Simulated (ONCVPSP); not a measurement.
## technetium (Tc), ONCV: configuration errors across variants

```
Element                 : technetium
Generator               : ONCVPSP 4.0.1
Type                    : optimised norm-conserving Vanderbilt (ONCV)
Functional              : Wu-Cohen
Relativity              : scalar-relativistic
Frozen core             : [Ar] 3d10
Valence charge          : 15
Reference configuration : 4s2 4p6 4d5 5s1.75 5p0.25
Partial waves           : 4s+5s: rc 1.70 bohr, ncon 4, nbas 8, qcut 9.2 1/bohr, 2 projectors; 4p+5p: rc 2.30 bohr, ncon 4, nbas 8, qcut 6.6 1/bohr, 3 projectors, debl 1.8 Ha; 4d: rc 1.85 bohr, ncon 3, nbas 8, qcut 7.2 1/bohr, 1 projector
Local potential         : polynomial inside 1.35 bohr (lpopt 5, dvloc0 3 Ha)
Core correction         : Teter function, fcfact 4.25, rcfact 1.1
```

All-electron excitation energies from the reference (eV): (1) 4s2 4p6 4d5 5s2 5p0 -0.939; (2) 4s2 4p6 4d5 5s1 5p0 7.269; (3) 4s2 4p6 4d5 5s0 5p0 22.096; (4) 4s2 4p6 4d5 5s1 5p1 2.898.

Errors AE − PS in meV (a dash: test not solved or not reliable):

| change | (1) | (2) | (3) | (4) | bound ghosts | GHOST(+) flags above zero |
| --- | --- | --- | --- | --- | --- | --- |
| base | +0.1 | -1.3 | -4.5 | -0.4 | none | none |
| core correction Teter function, fcfact 4.25, rcfact 0.98 | +0.1 | -1.3 | -4.5 | -0.4 | none | none |
| core correction Teter function, fcfact 4.25, rcfact 1.12 | +0.1 | -1.3 | -4.5 | -0.3 | none | none |
| core correction Teter function, fcfact 4.25, rcfact 1.3 | +0.1 | -1.3 | -4.5 | -0.4 | none | none |
| core correction Teter function, fcfact 4.25, rcfact 1.46 | +0.1 | -1.3 | -4.8 | -0.4 | none | none |
| core correction Teter function, fcfact 4.25, rcfact 1.58 | +0.1 | -1.4 | -5.3 | -0.4 | none | none |
| core correction Teter function, fcfact 4.25, rcfact 1.68 | +0.1 | -1.5 | -5.8 | -0.4 | none | none |
| core correction Teter function, fcfact 4.25, rcfact 1.88 | +0.1 | -1.7 | -6.8 | -0.4 | none | none |

Give the same row for: core correction Teter function, fcfact 4.25, rcfact 2.02.

+0.1, -1.6, -5.9, -0.3; bound ghosts: none; GHOST(+) flags above zero: none.
